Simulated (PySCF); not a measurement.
tetrasilane (H10Si4), singlet, at a GFN2-xTB geometry; PBE0/STO-3G (PySCF).

The PySCF input:
```python
from pyscf import gto, scf, dft

mol = gto.Mole()
mol.atom = '''
    Si    2.125832   -0.979920    0.952138
    Si    1.089819    0.983751    0.304269
    Si   -0.750450    0.703644   -1.090761
    Si   -2.444427   -0.604187   -0.213788
    H     3.284636   -0.803592    1.829553
    H     1.193102   -1.852029    1.671989
    H     2.600018   -1.744884   -0.204505
    H     2.078802    1.892367   -0.299304
    H     0.657360    1.723128    1.503663
    H    -0.288131    0.112737   -2.359357
    H    -1.295249    2.003580   -1.516592
    H    -2.960346   -0.046722    1.039570
    H    -3.603095   -0.779838   -1.091518
    H    -1.957921   -1.950769    0.100489
'''
mol.basis = 'sto-3g'
mol.charge = 0
mol.spin = 0
mol.verbose = 4
mol.build()

mf = dft.RKS(mol)
mf.xc = 'pbe0'
mf.kernel()
```

The log (banner, timings and long lists left out):

```
PySCF version 2.14.0

[INPUT] verbose = 4
[INPUT] num. atoms = 14
[INPUT] num. electrons = 66
[INPUT] charge = 0
[INPUT] spin (= nelec alpha-beta = 2S) = 0
[INPUT] symmetry False subgroup None
[INPUT] Mole.unit = angstrom
[INPUT] Symbol           X                Y                Z      unit          X                Y                Z       unit  Magmom
[INPUT]  1 Si     2.125832000000  -0.979920000000   0.952138000000 AA    4.017240266836  -1.851780423984   1.799280052791 Bohr   0.0
[INPUT]  2 Si     1.089819000000   0.983751000000   0.304269000000 AA    2.059459435347   1.859019964767   0.574985078195 Bohr   0.0
[INPUT]  3 Si    -0.750450000000   0.703644000000  -1.090761000000 AA   -1.418144970180   1.329694449193  -2.061239557357 Bohr   0.0
[INPUT]  4 Si    -2.444427000000  -0.604187000000  -0.213788000000 AA   -4.619297561492  -1.141747958023  -0.404000768719 Bohr   0.0
[INPUT]  5 H      3.284636000000  -0.803592000000   1.829553000000 AA    6.207062458887  -1.518568795891   3.457354100376 Bohr   0.0
[INPUT]  6 H      1.193102000000  -1.852029000000   1.671989000000 AA    2.254636018671  -3.499827584752   3.159601293285 Bohr   0.0
[INPUT]  7 H      2.600018000000  -1.744884000000  -0.204505000000 AA    4.913321938939  -3.297352879136  -0.386458441104 Bohr   0.0
[INPUT]  8 H      2.078802000000   1.892367000000  -0.299304000000 AA    3.928366447198   3.576055357165  -0.565602587987 Bohr   0.0
[INPUT]  9 H      0.657360000000   1.723128000000   1.503663000000 AA    1.242230365244   3.256239997570   2.841511253642 Bohr   0.0
[INPUT] 10 H     -0.288131000000   0.112737000000  -2.359357000000 AA   -0.544488677997   0.213042054105  -4.458538560075 Bohr   0.0
[INPUT] 11 H     -1.295249000000   2.003580000000  -1.516592000000 AA   -2.447665873117   3.786217468656  -2.865943522706 Bohr   0.0
[INPUT] 12 H     -2.960346000000  -0.046722000000   1.039570000000 AA   -5.594243173952  -0.088291783992   1.964502587314 Bohr   0.0
[INPUT] 13 H     -3.603095000000  -0.779838000000  -1.091518000000 AA   -6.808862750790  -1.473680241529  -2.062670080033 Bohr   0.0
[INPUT] 14 H     -1.957921000000  -1.950769000000   0.100489000000 AA   -3.699934463535  -3.686419142292   0.189896688531 Bohr   0.0

nuclear repulsion = 323.711686628067
number of shells = 30
number of NR pGTOs = 138
number of NR cGTOs = 46
basis = sto-3g
ecp = {}

******** <class 'pyscf.dft.rks.RKS'> ********
method = RKS
initial guess = minao
damping factor = 0
level_shift factor = 0
DIIS = <class 'pyscf.scf.diis.CDIIS'>
diis_start_cycle = 1
diis_space = 8
diis_damp = 0
SCF conv_tol = 1e-09
SCF conv_tol_grad = None
SCF max_cycles = 50
direct_scf = True
direct_scf_tol = 1e-13
XC library pyscf.dft.libxc version 7.1.2
    S. Lehtola, C. Steigemann, M. J. T. Oliveira, and M. A. L. Marques,  SoftwareX 7, 1–5 (2018)
XC functionals = pbe0
    C. Adamo and V. Barone,  J. Chem. Phys. 110, 6158 (1999)
    M. Ernzerhof and G. E. Scuseria,  J. Chem. Phys. 110, 5029 (1999)
radial grids:
    Treutler-Ahlrichs [JCP 102, 346 (1995); DOI:10.1063/1.469408] (M4) radial grids

becke partition: Becke, JCP 88, 2547 (1988); DOI:10.1063/1.454033
pruning grids: <function nwchem_prune>
grids dens level: 3
symmetrized grids: False
atomic radii adjust function: <function treutler_atomic_radii_adjust>
small_rho_cutoff = 0
Set gradient conv threshold to 3.16228e-05
Initial guess from minao.
tot grids = 174800
init E= -1149.13987191478
  HOMO = -0.320448365131273  LUMO = 0.0407386137880878  gap/eV = 9.82840
cycle= 1 E= -1150.10101345838  delta_E= -0.961  |g|= 0.106  |ddm|= 3.78
  HOMO = -0.226976848542624  LUMO = 0.175994221470823  gap/eV = 10.96540
cycle= 2 E= -1150.1046383326  delta_E= -0.00362  |g|= 0.0608  |ddm|= 0.314
  HOMO = -0.216506313197912  LUMO = 0.187840225598659  gap/eV = 11.00283
cycle= 3 E= -1150.10613615878  delta_E= -0.0015  |g|= 0.004  |ddm|= 0.113
  HOMO = -0.217372234035555  LUMO = 0.187155222770865  gap/eV = 11.00775
cycle= 4 E= -1150.10614388658  delta_E= -7.73e-06  |g|= 0.000777  |ddm|= 0.00983
  HOMO = -0.217349068963054  LUMO = 0.187199268114145  gap/eV = 11.00832
cycle= 5 E= -1150.10614421124  delta_E= -3.25e-07  |g|= 5.37e-05  |ddm|= 0.00185
  HOMO = -0.217338349114252  LUMO = 0.187212455254004  gap/eV = 11.00839
cycle= 6 E= -1150.10614421282  delta_E= -1.59e-09  |g|= 4.4e-06  |ddm|= 0.000135
  HOMO = -0.217338845706558  LUMO = 0.187212012678268  gap/eV = 11.00839
cycle= 7 E= -1150.10614421284  delta_E= -1.18e-11  |g|= 6.09e-07  |ddm|= 1.33e-05
  HOMO = -0.21733881002559  LUMO = 0.187212051099301  gap/eV = 11.00839
Extra cycle  E= -1150.10614421284  delta_E= -4.09e-12  |g|= 2.48e-07  |ddm|= 2.11e-06
converged SCF energy = -1150.10614421284
```
